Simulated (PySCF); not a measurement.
## How strongly Al binds etchant and ambient atoms

PBE0 in PySCF with def2-TZVP on every atom, for the lowest determinant that a PBE0 search found; no spin–orbit coupling. D0 is De less the harmonic zero-point energy.

| X | state of AlX | D0(AlX) (eV) | D0(X₂) (eV) |
| --- | --- | --- | --- |
| H | singlet (closed shell) | 2.89 | 4.25 |
| F | singlet (closed shell) | 6.71 | 1.46 |
| Cl | singlet (closed shell) | 5.13 | 2.54 |
| O | doublet (σ ↑) | 4.98 | 5.29 |

Question: Give the energy of Al + X₂ → AlX + X at 0 K for each X.

Answer: H: 4.25 − 2.89 = +1.36 eV; F: 1.46 − 6.71 = -5.25 eV; Cl: 2.54 − 5.13 = -2.59 eV; O: 5.29 − 4.98 = +0.31 eV (PBE0/def2-TZVP; negative means exothermic).

Question: Does an atom of H displace F from AlF?

Answer: AlF + H → AlH + F has ΔE = 6.71 − 2.89 = +3.82 eV at PBE0/def2-TZVP, so it is uphill.

Gas-phase diatomics only hint at surface chemistry, where an atom holds several bonds.

States were picked by a PBE0 search and need not be the measured ground states.
